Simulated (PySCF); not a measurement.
**Fine-structure interval along the 5-electron series**

Calculated with PySCF 2.14 and a two-component X2C-1e Hamiltonian (Gaussian nucleus, no Breit or QED terms), each ion in its own even-tempered basis scaled to its charge; GMP2 freezes nothing and drops the highest virtual spinors. Values in cm⁻¹.

```json
{"ion": "Fe²¹⁺", "configuration": "[He] 2s2 2p1", "GHF (screened spin-orbit)": "124240", "GMP2 (screened spin-orbit)": "122710", "GHF (bare spin-orbit)": "134650"}
{"ion": "Ni²³⁺", "configuration": "[He] 2s2 2p1", "GHF (screened spin-orbit)": "171520", "GMP2 (screened spin-orbit)": "169710", "GHF (bare spin-orbit)": "184830"}
{"ion": "Cu²⁴⁺", "configuration": "[He] 2s2 2p1", "GHF (screened spin-orbit)": "199740", "GMP2 (screened spin-orbit)": "197780", "GHF (bare spin-orbit)": "214700"}
```

Task: Fill in the row of Co²²⁺.

Result: configuration: [He] 2s2 2p1; GHF (screened spin-orbit): 146430; GMP2 (screened spin-orbit): 144770; GHF (bare spin-orbit): 158230.
